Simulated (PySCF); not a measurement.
PySCF 2.14 output of an unrestricted PBE0 calculation on a single atom or ion in dyall-av3z (15s9p3d, 57 functions), with the non-relativistic Hamiltonian (point nucleus):

```
SCF conv_tol = 1e-09
number electrons alpha = 2  beta = 1
    C. Adamo and V. Barone.,  J. Chem. Phys. 110, 6158 (1999)
    M. Ernzerhof and G. E. Scuseria.,  J. Chem. Phys. 110, 5029 (1999)
cycle= 1 E= -7.40662987235524  delta_E= -0.00109  |g|= 0.00506  |ddm|= 0.0522
cycle= 2 E= -7.40665342560986  delta_E= -2.36e-05  |g|= 0.000666  |ddm|= 0.014
cycle= 3 E= -7.40665485047108  delta_E= -1.42e-06  |g|= 0.000162  |ddm|= 0.00387
cycle= 4 E= -7.40665496196541  delta_E= -1.11e-07  |g|= 2e-05  |ddm|= 0.0014
cycle= 5 E= -7.40665496296911  delta_E= -1e-09  |g|= 7.47e-07  |ddm|= 0.00017
cycle= 6 E= -7.40665496296997  delta_E= -8.59e-13  |g|= 5.46e-08  |ddm|= 5.27e-06
converged SCF energy = -7.40665496296997  <S^2> = 0.75000591  2S+1 = 2.0000059
```

The run itself started from symmetry-adapted Hartree-Fock orbitals and held the occupation by maximum overlap, on a logarithmic radial grid, so the iterations belong to that start.

Question: Which element, charge and spin multiplicity is this?

Answer: Li (lithium, neutral), multiplicity 2; the state was [He] 2p1, 2P determinant (an excited configuration).
